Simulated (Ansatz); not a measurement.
The cluster Li4H4. Charge 0, multiplicity 1. Geometry r2SCAN-D4/def2-TZVP, basis def2-TZVP, Ansatz.

```csv
atom,x (Å),y (Å),z (Å)
Li1,-1.4558,0.6938,-1.4010
Li2,1.4527,-0.6959,1.4015
Li3,0.5575,-1.5575,-1.3505
Li4,-0.5593,1.5568,1.3524
H5,-1.5230,1.7041,-0.0378
H6,1.5250,-1.7040,0.0371
H7,-0.6781,-0.6523,-2.0835
H8,0.6810,0.6550,2.0818
```

| run | HOMO (eV) | LUMO (eV) |
| --- | --- | --- |
| A | -5.47 | -0.82 |
| B | -6.67 | -0.24 |
| C | -7.83 | 0.31 |
| D | -5.70 | -0.34 |
| E | -6.50 | -0.42 |

B3LYP takes the VWN-RPA correlation. Another isomer (singlet) lies 0.46 eV lower at PBE0-D4/def2-TZVP; other spin states weren't run for this one.

**Question.** The runs used B3LYP, BHLYP, PBE, PBE0, r2SCAN. Estimate which is which.

**Answer.** A PBE (0 % exact exchange); B PBE0 (25 % exact exchange); C BHLYP (50 % exact exchange); D r2SCAN (0 % exact exchange); E B3LYP (20 % exact exchange). Exact exchange lowers occupied and raises empty levels; among semilocal functionals meta-GGAs tend to open the gap a little, and such runs are hard to tell apart. The gap grows from 4.64 eV (PBE) to 8.15 eV (BHLYP).
